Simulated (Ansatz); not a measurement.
`[CH3][Nb]([NH2])(=[O])[F]` + H₂O → `[CH3][Nb]([NH2])(=[O])[OH]` + H–F at 298.15 K and 1 bar (formal hydrolysis of the Nb–F bond).

Calculated with Ansatz (gas phase, PBE0-D4/def2-TZVP geometries, no zero-point term in ΔE). CCSD(T)/CBS adds triple-zeta CCSD(T) − MP2 to the extrapolated MP2 energy (def2 sets, frozen cores). This one scheme is used for every species. Elements past krypton have def2 core potentials. For Nb outer-core shells are correlated without core-valence functions, which leaves a few kJ/mol of doubt a bond. One conformer a species, not always the lowest.

```csv
species,CCSD(T)/CBS energy (Eh),H − E (kJ/mol),S (J/(mol·K))
`[CH3][Nb]([NH2])(=[O])[F]`,-327.80729,195.6,363.7
H₂O,-76.37941,66.4,188.7
`[CH3][Nb]([NH2])(=[O])[OH]`,-303.77796,225.9,370.4
H–F,-100.39570,33.5,173.6
```

H − E and S are ideal-gas, rigid-rotor, harmonic terms from PBE0-D4/def2-TZVP, for one conformer and one mirror image of each species. 1 Eh = 2625.50 kJ/mol, R = 8.31446 J/(mol·K).

**Question.** By hand: ΔE, ΔH, ΔS and ΔG.

**Answer.** ΔE = (-303.77796) + (-100.39570) − (-327.80729) − (-76.37941) = 0.01304 Eh = 34.2 kJ/mol. Δ(H − E) = 225.9 + 33.5 − 195.6 − 66.4 = -2.6, so ΔH = 31.6 kJ/mol. ΔS = 370.4 + 173.6 − 363.7 − 188.7 = -8.4 J/(mol·K). ΔG = 31.6 − 298.15 × (-8.4)/1000 = 34.1 kJ/mol.

**Question.** By hand: the equilibrium constant, and the temperature at which ΔG would vanish if ΔH and ΔS stayed fixed.

**Answer.** log₁₀ K = −ΔG/(RT ln 10) = -6.0. ΔH and −TΔS have one sign here, so there is no such temperature.

The number of gas molecules stays the same, so ΔS is small and ΔH decides. A doubt of 5 kJ/mol in ΔE shifts log₁₀ K by 0.9 here. Other conformers and mirror images would add mixing entropy, several J/(mol·K) or more a flexible species. These are equilibria of isolated gas molecules and say nothing of rates. Largest T1 diagnostic: 0.022 (customary marks: 0.02 for closed shells, 0.045 for open ones).

ΔS is within the doubt of such terms, so its sign, and with it that verdict, could turn.
